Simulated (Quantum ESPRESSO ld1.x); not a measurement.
Results of a calculation; reference values are marked as such.
Br, 35 electrons, occupied as [Ar] 3d8 4s2 4p5 4d2 (not the ground configuration). Level of theory: scalar-relativistic Kohn-Sham, LDA (Slater exchange, Perdew-Wang correlation), spin-polarised, spherical densities, point nucleus; open shells are filled with parallel spins first (ld1.x of Quantum ESPRESSO 7.5).

Radial electron density D(r) = 4 pi r^2 rho(r):

r (bohr)  D(r) (e/bohr)   spin D(r)
0.002299          2.007  -0.0000380
0.002676          2.623  -0.0000491
0.003141          3.459  -0.0000637
0.003656          4.477  -0.0000808
0.004291          5.835   -0.000102
0.004995          7.452   -0.000125
0.005862          9.557   -0.000150
0.006824          11.99   -0.000171
0.008008          15.04   -0.000182
0.009322          18.41   -0.000168
0.01094           22.41   -0.000102
0.01274           26.55   0.0000483
0.01495           31.04    0.000369
0.0174            35.17    0.000931
0.02042           39.00     0.00196
0.02377           41.72     0.00359
0.02789           43.26     0.00633
0.03247           43.25      0.0104
0.03811           41.78      0.0168
0.04472           39.36      0.0264
0.05206           37.07      0.0395
0.06109           35.85      0.0593
0.07112           36.77      0.0862
0.08346           40.19       0.128
0.09716           45.00       0.189
0.114             49.74       0.291
0.1327            51.71       0.447
0.1558            49.42       0.709
0.1813            43.31        1.08
0.2128            35.17        1.63
0.2477            29.15        2.29
0.2907            27.22        3.03
0.3385            29.36        3.62
0.3972            32.73        3.94
0.4624            33.42        3.82
0.5426            29.63        3.27
0.6317            22.76        2.50
0.7413            15.06        1.72
0.863             9.722        1.21
1.013             6.989       0.986
1.188             6.253       0.992
1.384             6.004        1.05
1.624             5.289        1.05
1.89              4.107       0.958
2.218             2.735       0.802
2.582             1.674       0.651
3.03             0.9532       0.520
3.528            0.5811       0.422
4.14             0.3818       0.337
4.819            0.2745       0.264
5.656            0.1934       0.192
6.584            0.1302       0.130
7.726           0.07715      0.0771
8.995           0.04116      0.0412
10.56           0.01801      0.0180
12.29          0.006843     0.00684
14.42          0.001986     0.00199
16.79         0.0004863    0.000486

D(r) has 3 maxima, at r = 0.0300, 0.133, 0.441 bohr, and minima at 0.0621, 0.286 bohr, inside which lie 2.07, 10.98 electrons.
